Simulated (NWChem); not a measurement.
MoOCl$_{3}$ cation; SMILES [Mo+]([Cl])([Cl])(=[O])[Cl]

Program: NWChem. Coordinates come from a PBE0/def2-SVP optimisation. The spin multiplicity was typed, not searched, and may not be the lowest. def2 effective core potentials on Mo; no spin-orbit coupling. B3LYP is NWChem's, with the RPA form of VWN correlation. Vertical excitations in the gas phase; the lowest state need not have the same character in each row.

```
level                        lowest excitation, singlet (eV)  orbital gap (eV)
---------------------------  -------------------------------  ----------------
PBE/def2-SVP, full TDDFT                                 [?]               [?]
B3LYP/def2-SVP, full TDDFT                              3.72              4.91
Hartree-Fock/def2-SVP, TDHF                             4.64             11.34
```

What belongs in the gaps?


- PBE/def2-SVP, full TDDFT, lowest excitation, singlet (eV): 3.55
- PBE/def2-SVP, full TDDFT, orbital gap (eV): 3.47
